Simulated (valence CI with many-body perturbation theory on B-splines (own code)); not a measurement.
Energy levels of Er46+

Computed by valence CI with perturbative core correlation (CI+MBPT): four valence electrons over a frozen Dirac-Fock core [Ar], a basis of 9 s, 9 p, 10 d, 8 f, 5 g, 3 h, 1 i functions for each j, with the one-electron correlation potential Σ1 (screened to all orders), the two-electron term Σ2, the three-electron term Σ3, Breit, model QED; selected single and double excitations, second order for the rest (own B-spline code, finite nucleus).

No measured spectrum was set against this ion. As an estimate, large intervals hold to a few tenths of a per cent, small ones and those within an open d or f shell to about a per cent. The list stops below the first excitations out of the core. Only levels of the ground parity were solved; by the run's estimate the other parity begins above the list, which can be wrong where configurations are misplaced.

Levels 1 to 33 of 33, with energies above the lowest level, (3d3/2^4) J=0. "Leading %" is the weight of the configuration and term that name the level; weights of strongly mixed levels are sums over their largest components and can fall short. In the jj column 3d3/2^4 stands for four electrons in 3d with j = 3/2. Lifetimes count E1, E2, E3, M1 and M2 decay at the calculated energies, and are blank where another channel may lead or the interval is too uncertain; long ones can be off by a factor of two.

| No. | Configuration | Term | J | E (cm⁻¹) | Leading % | g | Lifetime | Leading jj |
| --- | --- | --- | --- | --- | --- | --- | --- | --- |
| 1 | 3d⁴ | ³P | 0 | 0 | 59 |  |  | 3d3/2^4 (98 %) |
| 2 | 3d⁴ | ⁵D | 1 | 328270 | 60 | 1.492 | 1.11 μs | 3d3/2^3 3d5/2 (98 %) |
| 3 | 3d⁴ | ³F | 4 | 416360 | 29 | 1.072 |  | 3d3/2^3 3d5/2 (98 %) |
| 4 | 3d⁴ | ⁵D | 2 | 430330 | 41 | 1.228 | 51.3 μs | 3d3/2^3 3d5/2 (90 %) |
| 5 | 3d⁴ | ³F | 3 | 457180 | 30 | 1.140 |  | 3d3/2^3 3d5/2 (93 %) |
| 6 | 3d⁴ | ⁵D | 0 | 720250 | 66 |  | 406 ns | 3d3/2^2 3d5/2^2 (98 %) |
| 7 | 3d⁴ | ⁵D | 2 | 731000 | 47 | 1.227 | 606 ns | 3d3/2^2 3d5/2^2 (92 %) |
| 8 | 3d⁴ | ³H | 4 | 741140 | 40 | 1.147 | 1.08 μs | 3d3/2^2 3d5/2^2 (97 %) |
| 9 | 3d⁴ | ⁵D | 3 | 755770 | 48 | 1.157 | 1.09 μs | 3d3/2^2 3d5/2^2 (91 %) |
| 10 | 3d⁴ | ³H | 5 | 785130 | 67 | 1.078 | 2.13 μs | 3d3/2^2 3d5/2^2 (100 %) |
| 11 | 3d⁴ | ¹I | 6 | 806430 | 51 | 1.072 | 10.8 ms | 3d3/2^2 3d5/2^2 (99 %) |
| 12 | 3d⁴ | ³P | 1 | 816390 | 43 | 1.102 | 987 ns | 3d3/2^2 3d5/2^2 (95 %) |
| 13 | 3d⁴ | ³G | 4 | 845280 | 56 | 1.028 | 5.33 μs | 3d3/2^2 3d5/2^2 (98 %) |
| 14 | 3d⁴ | ³F | 3 | 845390 | 44 | 1.081 | 1.49 μs | 3d3/2^2 3d5/2^2 (96 %) |
| 15 | 3d⁴ | ³D | 2 | 858100 | 33 | 1.088 | 3.52 μs | 3d3/2^2 3d5/2^2 (96 %) |
| 16 | 3d⁴ | ³F | 2 | 947850 | 49 | 0.982 | 725 ns | 3d3/2^2 3d5/2^2 (95 %) |
| 17 | 3d⁴ | ³F | 4 | 984840 | 65 | 1.193 | 2.40 μs | 3d3/2^2 3d5/2^2 (93 %) |
| 18 | 3d⁴ | ³P | 2 | 1071500 | 37 | 1.159 | 8.70 μs | 3d3/2^2 3d5/2^2 (91 %) |
| 19 | 3d⁴ | ⁵D | 4 | 1140200 | 33 | 1.146 | 475 ns | 3d3/2 3d5/2^3 (92 %) |
| 20 | 3d⁴ | ³F | 3 | 1148000 | 44 | 1.173 | 419 ns | 3d3/2 3d5/2^3 (96 %) |
| 21 | 3d⁴ | ³P | 0 | 1165700 | 62 |  | 1.34 μs | 3d3/2^2 3d5/2^2 (67 %) |
| 22 | 3d⁴ | ³D | 1 | 1184900 | 53 | 0.958 | 328 ns | 3d3/2 3d5/2^3 (96 %) |
| 23 | 3d⁴ | ³G | 5 | 1189100 | 67 | 1.136 | 859 ns | 3d3/2 3d5/2^3 (100 %) |
| 24 | 3d⁴ | ³H | 6 | 1195100 | 51 | 1.076 | 1.01 μs | 3d3/2 3d5/2^3 (99 %) |
| 25 | 3d⁴ | ³F | 2 | 1250600 | 48 | 1.059 | 501 ns | 3d3/2 3d5/2^3 (93 %) |
| 26 | 3d⁴ | ³D | 3 | 1265200 | 37 | 1.088 | 699 ns | 3d3/2 3d5/2^3 (98 %) |
| 27 | 3d⁴ | ¹S | 0 | 1334500 | 78 |  | 1.04 μs | 3d3/2 3d5/2^3 (61 %) |
| 28 | 3d⁴ | ³F | 3 | 1371700 | 65 | 1.055 | 833 ns | 3d3/2 3d5/2^3 (100 %) |
| 29 | 3d⁴ | ³P | 1 | 1375700 | 90 | 1.413 | 558 ns | 3d3/2 3d5/2^3 (98 %) |
| 30 | 3d⁴ | ¹G | 4 | 1379200 | 68 | 1.043 | 663 ns | 3d3/2 3d5/2^3 (96 %) |
| 31 | 3d⁴ | ¹D | 2 | 1409800 | 65 | 1.106 | 769 ns | 3d3/2 3d5/2^3 (84 %) |
| 32 | 3d⁴ | ³F | 4 | 1596700 | 47 | 1.156 | 316 ns | 3d5/2^4 (97 %) |
| 33 | 3d⁴ | ¹D | 2 | 1677800 | 37 | 1.077 | 307 ns | 3d5/2^4 (90 %) |

The ionisation energy to 3d³ ⁴F3/2 of the next ion comes out as 3916.9 eV (NIST: 3916 ± 4 eV (theoretical)). All 33 levels together are meant to be complete up to 1727600 cm⁻¹.
